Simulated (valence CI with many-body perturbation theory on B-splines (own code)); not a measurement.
# Rh XL: electric-dipole lines

Method: valence CI with perturbative core correlation (CI+MBPT): four valence electrons over a frozen Dirac-Fock core [He], radial functions for each j: 11 s, 11 p, 10 d, 8 f, 5 g, 2 h, with the one-electron correlation potential Σ1, the two-electron term Σ2, the three-electron term Σ3, Breit, model QED; selected CI, second order for the rest, scaled by the run's own slope (own B-spline code, finite nucleus).

The last digits are not significant, and no measured levels were compared; by estimate large intervals hold to a few tenths of a per cent, small ones and those within an open d or f shell to about a per cent. Among the levels kept, up to 980 cm⁻¹ of a level comes from second order outside the variational space, and about a tenth of that is noise between levels of different J, which matters for small intervals.

Lines 101 to 150 of 551 in falling wavelength, among levels below 4088.1 eV, chosen from the strongest by gf and those to the six lowest levels. Wavelengths and rates use the calculated energies. Electric multipoles are in the length gauge, E1 and E2 with the static RPA response of the core. Weak lines are less certain than strong ones. Lines between different terms over intervals too small for the method are left out, as are lines whose strength nearly cancels. The highest levels of a list are the least certain.

Levels are named by their leading jj configuration (3d3/2^4 stands for four electrons in 3d with j = 3/2), which in mixed levels can hold well under half, so a name can repeat and another be missing. Letters in brackets count levels of one name in rising energy.

```csv
λ vac (nm),Upper,Lower,A (s⁻¹),S (a.u.)
13.29,(2s 2p1/2 2p3/2 3d3/2) J=2 [a],(2s 2p1/2 2p3/2 3p1/2) J=1 [a],8.23e+09,4.77e-02
13.27,(2s 2p1/2 2p3/2 3p3/2) J=3 [a],(2s 2p1/2 2p3/2 3s) J=2 [a],2.24e+10,1.81e-01
13.25,(2s^2 2p3/2 3p3/2) J=3,(2s^2 2p1/2 3d5/2) J=2,7.69e+09,6.18e-02
13.22,(2s 2p1/2 2p3/2 3d3/2) J=1 [a],(2s 2p1/2 2p3/2 3p1/2) J=1 [a],1.35e+10,4.60e-02
13.14,(2s 2p3/2^2 3d3/2) J=4,(2s 2p3/2^2 3p1/2) J=3,1.31e+10,1.32e-01
12.99,(2s^2 2p1/2 3p3/2) J=1,(2s^2 2p1/2 3s) J=0,1.45e+10,4.71e-02
12.98,(2p1/2 2p3/2^2 3p3/2) J=1 [b],(2p1/2 2p3/2^2 3s) J=2 [b],1.11e+10,3.59e-02
12.96,(2s 2p1/2^2 3p3/2) J=2,(2s 2p1/2^2 3s) J=1,2.93e+10,1.57e-01
12.92,(2s 2p1/2 2p3/2 3d3/2) J=2 [c],(2s 2p1/2 2p3/2 3p1/2) J=1 [b],9.22e+09,4.91e-02
12.91,(2s 2p1/2 2p3/2 3p3/2) J=2 [d],(2s 2p1/2 2p3/2 3s) J=1 [c],1.47e+10,7.82e-02
12.82,(2s 2p3/2^2 3p3/2) J=2 [c],(2s 2p3/2^2 3s) J=1 [b],1.26e+10,6.54e-02
12.73,(2s^2 2p3/2 3d3/2) J=1,(2s^2 2p3/2 3p1/2) J=1,1.34e+10,4.10e-02
12.73,(2s 2p1/2 2p3/2 3p3/2) J=2 [d],(2s 2p1/2 2p3/2 3s) J=2 [c],6.78e+09,3.45e-02
12.73,(2s^2 2p1/2 3p3/2) J=2,(2s^2 2p1/2 3s) J=1,2.75e+10,1.40e-01
12.59,(2s 2p3/2^2 3p3/2) J=2 [a],(2s 2p3/2^2 3s) J=2 [a],1.78e+10,8.78e-02
12.28,(2p1/2^2 2p3/2 3p3/2) J=2,(2p1/2^2 2p3/2 3s) J=2,1.51e+10,6.91e-02
12.25,(2s^2 2p3/2 3p3/2) J=2,(2s^2 2p3/2 3s) J=1,1.30e+10,5.91e-02
12.24,(2s 2p1/2 2p3/2 3p3/2) J=1 [c],(2s 2p1/2 2p3/2 3s) J=1 [b],1.34e+10,3.64e-02
12.14,(2s 2p1/2 2p3/2 3p3/2) J=2 [d],(2s 2p1/2 2p3/2 3s) J=1 [b],8.42e+09,3.72e-02
12.09,(2s^2 2p3/2 3p3/2) J=2,(2s^2 2p3/2 3s) J=2,8.10e+09,3.53e-02
11.79,(2p1/2 2p3/2^2 3p3/2) J=1 [b],(2p1/2 2p3/2^2 3s) J=1 [a],1.40e+10,3.39e-02
11.77,(2p1/2 2p3/2^2 3p3/2) J=2 [b],(2p1/2 2p3/2^2 3s) J=2 [b],2.92e+10,1.18e-01
11.60,(2s 2p1/2 2p3/2 3p3/2) J=2 [a],(2s 2p1/2 2p3/2 3s) J=2 [a],1.33e+10,5.13e-02
11.57,(2s 2p1/2 2p3/2 3p3/2) J=1 [d],(2s 2p1/2 2p3/2 3s) J=1 [b],1.46e+10,3.35e-02
11.54,(2p1/2^2 2p3/2 3p3/2) J=0,(2p1/2^2 2p3/2 3s) J=1,4.97e+10,3.77e-02
11.52,(2s 2p1/2 2p3/2 3p3/2) J=3 [b],(2s 2p1/2 2p3/2 3s) J=3,1.15e+10,6.09e-02
10.80,(2p1/2 2p3/2^2 3p1/2) J=3,(2s 2p3/2^2 3p1/2) J=2 [b],1.32e+10,5.73e-02
10.27,(2p1/2 2p3/2^2 3s) J=1 [a],(2s 2p3/2^2 3s) J=1 [b],2.43e+10,3.89e-02
10.17,(2p1/2 2p3/2^2 3s) J=3,(2s 2p3/2^2 3s) J=2 [b],9.99e+09,3.63e-02
9.707,(2s 2p1/2^2 2p3/2) J=2,(2s^2 2p1/2 2p3/2) J=2,2.47e+09,5.56e-03
8.891,(2s 2p1/2 2p3/2^2) J=3,(2s^2 2p3/2^2) J=2,6.00e+09,1.46e-02
8.792,(2s 2p1/2^2 2p3/2) J=2,(2s^2 2p1/2 2p3/2) J=1,4.80e+09,8.04e-03
7.403,(2p1/2 2p3/2^2 3p3/2) J=3 [a],(2s 2p3/2^2 3p3/2) J=4,1.64e+10,2.30e-02
7.397,(2p1/2 2p3/2^2 3d5/2) J=4,(2s 2p3/2^2 3d5/2) J=5,1.57e+10,2.82e-02
7.148,(2p1/2 2p3/2^2 3p1/2) J=3,(2s 2p3/2^2 3p1/2) J=3,2.14e+10,2.69e-02
6.943,(2s 2p1/2 2p3/2^2) J=1 [a],(2s^2 2p3/2^2) J=2,3.65e+09,1.81e-03
6.932,(2s 2p1/2^2 2p3/2) J=1,(2s^2 2p1/2 2p3/2) J=2,1.18e+10,5.82e-03
6.819,(2p1/2 2p3/2^2 3s) J=2 [b],(2s 2p3/2^2 3s) J=2 [a],2.87e+10,2.25e-02
6.797,(2p1/2^2 2p3/2 3s) J=1,(2s 2p1/2 2p3/2 3s) J=2 [b],4.91e+10,2.28e-02
6.724,(2p1/2^2 2p3/2 3d5/2) J=3,(2s 2p1/2 2p3/2 3d5/2) J=4 [b],1.89e+10,1.98e-02
6.714,(2p1/2^2 2p3/2 3d3/2) J=3,(2s 2p1/2 2p3/2 3d3/2) J=4,3.07e+10,3.21e-02
6.709,(2p1/2^2 2p3/2 3p3/2) J=2,(2s 2p1/2 2p3/2 3p3/2) J=3 [b],2.83e+10,2.11e-02
6.696,(2p1/2 2p3/2^2 3p3/2) J=4,(2s 2p3/2^2 3p3/2) J=4,2.14e+10,2.85e-02
6.691,(2p1/2^2 2p3/2 3p3/2) J=3,(2s 2p1/2 2p3/2 3p3/2) J=4,3.40e+10,3.52e-02
6.661,(2p1/2^2 2p3/2 3d5/2) J=4,(2s 2p1/2 2p3/2 3d5/2) J=5,3.55e+10,4.66e-02
6.637,(2p1/2^2 2p3/2 3p1/2) J=2,(2s 2p1/2 2p3/2 3p1/2) J=3,3.54e+10,2.56e-02
6.579,(2s 2p1/2 2p3/2^2) J=2 [b],(2s^2 2p3/2^2) J=2,7.09e+09,4.98e-03
6.476,(2p1/2^2 2p3/2 3s) J=2,(2s 2p1/2 2p3/2 3s) J=3,2.64e+10,1.77e-02
6.399,(2s 2p1/2 2p3/2^2) J=1 [b],(2s^2 2p3/2^2) J=2,4.06e+09,1.58e-03
6.339,(2p1/2 2p3/2^3) J=2,(2s 2p3/2^3) J=2,3.58e+10,2.25e-02
```
